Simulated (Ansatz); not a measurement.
## Nudged elastic band run: C3H10SSi

The input (input.yaml):

```yaml
crystal:
  periodic: [false, false, false]
  atoms:
    - { symbol: Si, position_ang: [-1.688804, 0.394128, 1.571595] }
    - { symbol: C, position_ang: [-0.228332, 0.568107, 0.408065] }
    - { symbol: C, position_ang: [0.222756, -0.7833, -0.195977] }
    - { symbol: C, position_ang: [1.464414, -0.667999, -1.12563] }
    - { symbol: S, position_ang: [1.209699, 0.290403, -2.647183] }
    - { symbol: H, position_ang: [-2.053707, 1.682929, 2.108983] }
    - { symbol: H, position_ang: [-2.819991, -0.156218, 0.864898] }
    - { symbol: H, position_ang: [-1.348314, -0.487704, 2.661861] }
    - { symbol: H, position_ang: [-0.491322, 1.253948, -0.407365] }
    - { symbol: H, position_ang: [0.617811, 1.021138, 0.941456] }
    - { symbol: H, position_ang: [0.473969, -1.483755, 0.617089] }
    - { symbol: H, position_ang: [-0.607355, -1.232542, -0.763343] }
    - { symbol: H, position_ang: [2.307892, -0.257512, -0.547744] }
    - { symbol: H, position_ang: [1.755127, -1.681173, -1.441218] }
    - { symbol: H, position_ang: [1.164157, 1.488648, -2.016087] }
basis:
  gaussian: { orbitals: STO-3G }
hamiltonian:
  xc: pbe0
  dispersion: d4
neb:
  order_check: false
  images: 5
  f_tol: 0.05
  max_iterations: 60
  final_atoms:
    - { symbol: Si, position_ang: [-1.73078219, 0.385059, 1.5271427] }
    - { symbol: C, position_ang: [-0.33748871, 0.58543506, 0.2878655] }
    - { symbol: C, position_ang: [0.3656725, -0.75215246, -0.04522008] }
    - { symbol: C, position_ang: [1.56374562, -0.60032284, -1.02526282] }
    - { symbol: S, position_ang: [1.13388091, -0.02953195, -2.69512648] }
    - { symbol: H, position_ang: [-1.21615634, -0.1446194, 2.76684144] }
    - { symbol: H, position_ang: [-2.35395706, 1.66064804, 1.78681365] }
    - { symbol: H, position_ang: [-2.72398979, -0.52493247, 1.00996728] }
    - { symbol: H, position_ang: [-0.73278346, 1.0214208, -0.63859494] }
    - { symbol: H, position_ang: [0.40609729, 1.29294342, 0.67813262] }
    - { symbol: H, position_ang: [0.7451875, -1.20967301, 0.88301087] }
    - { symbol: H, position_ang: [-0.36205485, -1.45654894, -0.4776675] }
    - { symbol: H, position_ang: [2.31575937, 0.06511055, -0.57170003] }
    - { symbol: H, position_ang: [2.03847766, -1.58565902, -1.14593487] }
    - { symbol: H, position_ang: [0.86639155, 1.24192122, -2.31086733] }
  initial_path:
    images:
      - { positions_ang: [[-1.688804, 0.394128, 1.571595], [-0.228332, 0.568107, 0.408065], [0.222756, -0.7833, -0.195977], [1.464414, -0.667999, -1.12563], [1.209699, 0.290403, -2.647183], [-2.053707, 1.682929, 2.108983], [-2.819991, -0.156218, 0.864898], [-1.348314, -0.487704, 2.661861], [-0.491322, 1.253948, -0.407365], [0.617811, 1.021138, 0.941456], [0.473969, -1.483755, 0.617089], [-0.607355, -1.232542, -0.763343], [2.307892, -0.257512, -0.547744], [1.755127, -1.681173, -1.441218], [1.164157, 1.488648, -2.016087]] }
      - { positions_ang: [[-1.69121938, 0.38003225, 1.55239229], [-0.26135863, 0.5592582, 0.3687473], [0.24504706, -0.78490248, -0.178786], [1.52091144, -0.64387249, -1.08973581], [1.20180247, 0.20231131, -2.6582177], [-1.81771274, 1.50950305, 2.33365608], [-2.85918855, 0.21923507, 0.90064966], [-1.53380243, -0.66405929, 2.40001408], [-0.56063074, 1.20234951, -0.45553607], [0.55837261, 1.07847972, 0.88430031], [0.52240315, -1.43198896, 0.67503541], [-0.53702813, -1.29098714, -0.71623302], [2.28512991, -0.1519083, -0.54840123], [1.84053635, -1.64831943, -1.33774655], [1.0647376, 1.41396699, -2.10073874]] }
      - { positions_ang: [[-1.69363476, 0.36593649, 1.53318958], [-0.29438526, 0.5504094, 0.32942961], [0.26733812, -0.78650497, -0.16159501], [1.57740887, -0.61974599, -1.05384163], [1.19390595, 0.11421961, -2.6692524], [-1.58171849, 1.3360771, 2.55832917], [-2.8983861, 0.59468814, 0.93640131], [-1.71929085, -0.84041459, 2.13816716], [-0.62993947, 1.15075101, -0.50370714], [0.49893423, 1.13582143, 0.82714463], [0.57083729, -1.38022291, 0.73298182], [-0.46670125, -1.34943228, -0.66912305], [2.26236783, -0.04630459, -0.54905847], [1.92594569, -1.61546585, -1.2342751], [0.96531821, 1.33928599, -2.18539048]] }
      - { positions_ang: [[-1.69605013, 0.35184074, 1.51398687], [-0.3274119, 0.5415606, 0.29011191], [0.28962918, -0.78810745, -0.14440401], [1.63390631, -0.59561948, -1.01794744], [1.18600942, 0.02612792, -2.68028711], [-1.34572423, 1.16265115, 2.78300225], [-2.93758364, 0.97014121, 0.97215297], [-1.90477928, -1.01676988, 1.87632024], [-0.69924821, 1.09915252, -0.55187821], [0.43949584, 1.19316315, 0.76998894], [0.61927144, -1.32845687, 0.79092823], [-0.39637438, -1.40787742, -0.62201307], [2.23960574, 0.05929911, -0.5497157], [2.01135504, -1.58261228, -1.13080365], [0.86589881, 1.26460498, -2.27004222]] }
      - { positions_ang: [[-1.70762749, 0.36291349, 1.51837214], [-0.33077083, 0.55618542, 0.2893631], [0.31497695, -0.77612245, -0.1113427], [1.61051941, -0.59718727, -1.0203859], [1.16863325, 0.00757463, -2.68523356], [-1.30253493, 0.7268943, 2.77761531], [-2.74304145, 1.20031016, 1.24370653], [-2.17784945, -0.85282407, 1.58753592], [-0.71042663, 1.07324194, -0.58078378], [0.42836299, 1.22642324, 0.73937017], [0.66124346, -1.28886225, 0.82162245], [-0.38493454, -1.42410126, -0.57389788], [2.26499028, 0.06123626, -0.55704381], [2.02039591, -1.58362786, -1.13584739], [0.86606306, 1.25704373, -2.28365059]] }
      - { positions_ang: [[-1.71920484, 0.37398624, 1.52275742], [-0.33412977, 0.57081024, 0.2886143], [0.34032472, -0.76413746, -0.07828139], [1.58713251, -0.59875505, -1.02282436], [1.15125708, -0.01097866, -2.69018002], [-1.25934564, 0.29113745, 2.77222837], [-2.54849925, 1.4304791, 1.51526009], [-2.45091962, -0.68887827, 1.2987516], [-0.72160505, 1.04733137, -0.60968936], [0.41723014, 1.25968333, 0.7087514], [0.70321548, -1.24926763, 0.85231666], [-0.37349469, -1.4403251, -0.52578269], [2.29037483, 0.06317341, -0.56437192], [2.02943679, -1.58464344, -1.14089113], [0.86622731, 1.24948247, -2.29725896]] }
      - { positions_ang: [[-1.73078219, 0.385059, 1.5271427], [-0.33748871, 0.58543506, 0.2878655], [0.3656725, -0.75215246, -0.04522008], [1.56374562, -0.60032284, -1.02526282], [1.13388091, -0.02953195, -2.69512648], [-1.21615634, -0.1446194, 2.76684144], [-2.35395706, 1.66064804, 1.78681365], [-2.72398979, -0.52493247, 1.00996728], [-0.73278346, 1.0214208, -0.63859494], [0.40609729, 1.29294342, 0.67813262], [0.7451875, -1.20967301, 0.88301087], [-0.36205485, -1.45654894, -0.4776675], [2.31575937, 0.06511055, -0.57170003], [2.03847766, -1.58565902, -1.14593487], [0.86639155, 1.24192122, -2.31086733]] }
```

Launched with:

```bash
$ ansatz run input.yaml --threads 1 --pin off --max-ram 2048MiB --backend cpu --events-out ev --progress --plain --runs-dir out
```

Output, in part (warnings, iteration lines, the closing report on the highest movable image, with atoms numbered from 0):

```
NEB end point (image 0): max|allowed force component| = 6.783e-3 eV/Å (the criterion of neb.relax_end_points is 1.000e-2)
NEB end point (image 6): max|allowed force component| = 6.221e-3 eV/Å (the criterion of neb.relax_end_points is 1.000e-2)
NEB iter   1: max|band force component| = 6.351e0 eV/Å  barrier→ = 0.7918 eV  barrier← = 0.7918 eV  Δτ_max = 0.0993 Å  (145 SCF iters)
NEB iter   2: max|band force component| = 1.098e0 eV/Å  barrier→ = 0.1218 eV  barrier← = 0.1218 eV  Δτ_max = 0.0888 Å  (120 SCF iters)
NEB iter   3: max|band force component| = 3.341e-1 eV/Å  barrier→ = 0.0719 eV  barrier← = 0.0719 eV  CI = image 3  Δτ_max = 0.0324 Å  (117 SCF iters)
NEB iter   4: max|band force component| = 1.144e-1 eV/Å  barrier→ = 0.0602 eV  barrier← = 0.0602 eV  CI = image 3  Δτ_max = 0.0123 Å  (109 SCF iters)
NEB iter   5: max|band force component| = 2.630e-2 eV/Å  barrier→ = 0.0594 eV  barrier← = 0.0594 eV  CI = image 3  Δτ_max = 0.0000 Å  (210 SCF iters)
Total energy: -21727.64410781 eV, -798.4761934359 hartree
Atom 0 at    -1.724388     0.394051     1.546510 Å, force     0.001309    -0.001303     0.004045 eV/Å
Atom 1 at    -0.312021     0.576597     0.314038 Å, force     0.005204     0.008976    -0.000277 eV/Å
Atom 2 at     0.330351    -0.770984    -0.095115 Å, force    -0.010382    -0.007346    -0.004236 eV/Å
Atom 3 at     1.553134    -0.612813    -1.042891 Å, force     0.003728     0.015172    -0.022916 eV/Å
Atom 4 at     1.177639     0.038903    -2.697143 Å, force    -0.000927    -0.008618     0.026299 eV/Å
Atom 5 at    -1.426615     1.118989     2.758662 Å, force    -0.005799    -0.003330    -0.002031 eV/Å
Atom 6 at    -2.951727     0.913267     0.992528 Å, force     0.001494    -0.001032    -0.002965 eV/Å
Atom 7 at    -1.922251    -0.995756     1.880673 Å, force     0.002023    -0.001214    -0.003047 eV/Å
Atom 8 at    -0.676557     1.083268    -0.588116 Å, force     0.001728    -0.001086     0.000396 eV/Å
Atom 9 at     0.467142     1.221291     0.740739 Å, force    -0.000319     0.002070    -0.000411 eV/Å
Atom 10 at     0.669067    -1.306939     0.806245 Å, force     0.003554     0.005404     0.001170 eV/Å
Atom 11 at    -0.421502    -1.409501    -0.584584 Å, force    -0.002810    -0.003503     0.007227 eV/Å
Atom 12 at     2.311965     0.011808    -0.544823 Å, force     0.005545    -0.000780    -0.001384 eV/Å
Atom 13 at     2.004611    -1.604399    -1.195870 Å, force    -0.007680    -0.002665    -0.002319 eV/Å
Atom 14 at     0.899152     1.291318    -2.261452 Å, force     0.003330    -0.000745     0.000452 eV/Å
Dipole moment:     0.015296     0.080950     0.187785 e Å
```

The forces met the threshold. A vibrational analysis at the climbing image gives one clearly imaginary mode, 126i cm⁻¹: a first-order saddle point. Limits of this set-up: minimal basis.

Final band (atoms are numbered from 1 in the order of the input):

```
image  path coordinate (Å)  energy (kcal/mol)  dihedral H7–Si1–C2–C3 (°)
    0                 0.00                0.0                        -60
    1                 0.72                0.3                        -79
    2                 1.44                1.0                        -99
    3                 2.16                1.4                       -120
    4                 2.87                1.0                       -140
    5                 3.59                0.3                       -161
    6                 4.31                0.0                       -179
```

Run time: 98 s on 1 thread of Arm Neoverse V1 (shared host), peak memory 0.12 GiB.
